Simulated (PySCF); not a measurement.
**Electron correlation in S⁺ (sulfur, charge +1)**

[Ne] 3s2 3p3, high-spin 4S determinant. Calculation: PySCF 2.14, in def2-TZVP (5s5p2d1f, 37 functions); no relativity, point nucleus. Frozen: [Ne]; 5 electrons correlated.

MP2 pair energies summed by pair of shells (mhartree):

```
 pair  energy  share (%)
3s-3p  -57.78       65.9
3p-3p  -20.28       23.1
3s-3s   -9.58       10.9
```

Total MP2 correlation energy: -87.64 mhartree.

Same-spin part -23.70 and opposite-spin part -63.94 mhartree; SCS-MP2 scales them by 1/3 and 6/5 to -84.63 mhartree.

| level | correlation energy (mhartree) |
| --- | --- |
| CCSD | -107.75 |
| (T) | -3.49 |
| CCSD(T) | -111.24 |

Diagnostics: T1 = 0.0028, D1 = 0.0067, largest double amplitude 0.064.

Cost of the coupled-cluster step: 0.63 s of wall time on 1 thread of Neoverse-N1 (shared host), for 5 correlated electrons.
